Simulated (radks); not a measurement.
Spherical quantum dot in the effective-mass picture: electrons in a well V = -V0 / (1 + exp((r - R)/a)) with V0 = 30.4, R = 1.81, a = 0.18, with a point charge +2 (a donor) at the centre, all in effective atomic units (hartree* = m*/eps^2 hartree, bohr* = eps/m* bohr), one dielectric constant everywhere. Method: non-relativistic Kohn-Sham, r2SCAN, spin-polarised, spherical densities, generalised Kohn-Sham scheme; computed with a radial shooting solver with Libxc functionals. Levels are named by radial order and angular momentum (1s, 1p, 1d, 2s, ...), and open shells are averaged over m. Results are scaled to m* = 0.095 and eps = 12.7, for which hartree* = 16.03 meV and bohr* = 7.074 nm.

N = 7, configuration 1s2 1p(up 3, down 2). This is the lowest configuration that the search found. Occupied and some empty levels:

level,occupation,eigenvalue (meV),<r> (nm)
1s up,1,-410.18,5.101
1s down,1,-409.23,5.069
1p up,3,-371.28,7.128
1p down,2,-369.80,7.129
2s up,0,-339.34,6.434
2s down,0,-338.32,6.450
1d up,0,-333.93,8.023
1d down,0,-332.28,8.031
1f up,0,-291.41,8.659
1f down,0,-289.63,8.671

Energy (meV): total -3021.79, kinetic 298.79, external -3617.3, Hartree 378.73, exchange-correlation -82.037.
